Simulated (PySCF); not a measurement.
This PySCF input asks for the NMR shieldings of (NMe2)3Si-O-SiH3; the geometry comes from PBE0-D3(BJ)/def2-SVP.

```python
import basis_set_exchange as bse
import numpy as np
from pyscf import gto, dft
from pyscf.prop import nmr

atoms = """
Si   -0.104651    0.030137    0.220911
N     0.158007    0.946101   -1.220142
C     1.405723    1.627480   -1.451327
C    -0.890601    1.293955   -2.141347
N    -1.678158   -0.668042    0.247524
C    -1.947695   -1.921707   -0.403422
C    -2.834574   -0.002013    0.785158
N     1.173847   -1.120907    0.335949
C     1.856384   -1.686923   -0.796887
C     1.502273   -1.734811    1.597092
O    -0.047723    0.983584    1.591856
Si    0.832116    2.248170    2.192488
H     2.165403    1.298066   -0.725633
H     1.307993    2.728168   -1.361553
H     1.805547    1.417508   -2.462595
H    -1.136387    2.374711   -2.113405
H    -1.806094    0.734608   -1.902313
H    -0.609839    1.052387   -3.185073
H    -1.008217   -2.403459   -0.713211
H    -2.582008   -1.808612   -1.306547
H    -2.470425   -2.623767    0.274832
H    -3.561913    0.289644   -0.000239
H    -3.373770   -0.651437    1.501464
H    -2.532762    0.905572    1.325551
H     2.954068   -1.556652   -0.721937
H     1.520886   -1.201504   -1.724181
H     1.666455   -2.774940   -0.895412
H     2.582826   -1.646022    1.822296
H     1.251503   -2.814269    1.615006
H     0.951965   -1.248869    2.415387
H     0.521781    3.512173    1.455803
H     2.300282    1.982113    2.076685
H     0.483438    2.427765    3.631532
"""
names = dict.fromkeys(["Si", "N", "C", "O", "H"], "pcSseg-1")
basis = {el: gto.basis.parse(bse.get_basis(n, elements=[el], fmt="nwchem")) for el, n in names.items()}
mol = gto.M(atom=atoms, basis=basis, charge=0, verbose=0)
mf = dft.RKS(mol, xc="PBE0")
mf.grids.level = 2
mf.grids.alignment = dft.numint.BLKSIZE   # the property module wants whole blocks of grid points
mf.conv_tol = 1e-9
mf.kernel()

calc = nmr.RKS(mf)   # GIAO
C = mf.mo_coeff
Co = C[:, mf.mo_occ > 0]
resp = mf.gen_response(singlet=True, hermi=2)
def vind(x):   # induced exchange potential for any number of trial vectors
    d = np.einsum("pi,xij,qj->xpq", C, 2 * x.reshape(-1, C.shape[1], Co.shape[1]), Co, optimize=True)
    return np.einsum("xpq,pi,qj->xij", resp(d - d.transpose(0, 2, 1)), C, Co, optimize=True).ravel()
mo1, _ = nmr.rhf.solve_mo1(calc, with_cphf=vind)
sigma = calc.kernel(mo1)
for i, s in enumerate(sigma):   # ppm
    w = np.linalg.eigvalsh((s + s.T) / 2)
    print("%2d %-2s iso %8.1f  s11 %8.1f  s22 %8.1f  s33 %8.1f" % (i, mol.atom_pure_symbol(i), w.mean(), *w))
```

Q: What are the results?

A: 
```
 0 Si iso    396.7  s11    369.3  s22    402.7  s33    418.0
 1 N  iso    234.4  s11    208.6  s22    221.9  s33    272.9
 2 C  iso    147.5  s11    123.6  s22    135.8  s33    183.0
 3 C  iso    146.7  s11    122.6  s22    132.9  s33    184.6
 4 N  iso    238.8  s11    210.6  s22    230.7  s33    274.9
 5 C  iso    147.6  s11    122.9  s22    135.6  s33    184.4
 6 C  iso    146.1  s11    121.9  s22    132.2  s33    184.2
 7 N  iso    239.5  s11    211.1  s22    233.6  s33    273.9
 8 C  iso    145.9  s11    121.0  s22    132.9  s33    183.7
 9 C  iso    147.5  s11    122.3  s22    135.5  s33    184.6
10 O  iso    292.1  s11    256.2  s22    299.1  s33    320.9
11 Si iso    394.9  s11    348.6  s22    362.0  s33    474.1
12 H  iso     28.5  s11     24.4  s22     28.1  s33     33.0
13 H  iso     28.9  s11     24.1  s22     26.5  s33     36.0
14 H  iso     29.0  s11     24.5  s22     26.4  s33     36.2
15 H  iso     29.0  s11     24.2  s22     26.4  s33     36.4
16 H  iso     28.6  s11     23.2  s22     29.9  s33     32.7
17 H  iso     29.1  s11     24.4  s22     26.4  s33     36.5
18 H  iso     28.7  s11     23.3  s22     29.8  s33     33.1
19 H  iso     29.1  s11     24.1  s22     27.0  s33     36.1
20 H  iso     29.1  s11     24.5  s22     26.0  s33     36.7
21 H  iso     29.0  s11     24.0  s22     27.0  s33     36.2
22 H  iso     29.0  s11     24.3  s22     26.1  s33     36.7
23 H  iso     28.2  s11     22.3  s22     28.9  s33     33.3
24 H  iso     28.9  s11     24.3  s22     26.2  s33     36.2
25 H  iso     28.4  s11     23.5  s22     29.2  s33     32.4
26 H  iso     29.1  s11     24.1  s22     26.8  s33     36.2
27 H  iso     29.0  s11     24.2  s22     26.2  s33     36.5
28 H  iso     29.1  s11     24.0  s22     26.8  s33     36.5
29 H  iso     28.3  s11     23.0  s22     28.4  s33     33.4
30 H  iso     26.3  s11     22.5  s22     24.9  s33     31.4
31 H  iso     26.2  s11     22.8  s22     25.0  s33     30.9
32 H  iso     26.3  s11     22.7  s22     24.1  s33     32.3
```

These numbers come from an equivalent density-fitted implementation of the same equations, which agrees with the script to about 0.01 ppm for H and up to a few tenths of a ppm for heavy atoms, so last digits may differ.

Q: Turn these shieldings into chemical shifts. Referencing at the same level of theory: ²⁹Si (σref 351.99) and ¹³C (σref 184.41) and ¹H (σref 31.27) vs TMS; ¹⁵N (σref 265.67) vs NH3; ¹⁷O (σref 334.56) vs H2O.

A: Averaging equivalent atoms: Si 11: -42.9; Si 0: -44.7; N 1/4/7: 28.1; C 2/3/5/6/8/9: 37.5; O 10: 42.5; H 30/31/32: 4.99; H 12/13/14/15/16/17/18/19/20/21/22/23/24/25/26/27/28/29: 2.44 ppm. Experimental scales use liquid or dissolved standards, which lie at an offset from isolated NH3 (liquid NH3: subtract about 20 ppm) and H2O (liquid H2O: subtract about 36 ppm).

Size and cost of the density-fitted run: 323 basis functions; peak memory 2.5 GiB.
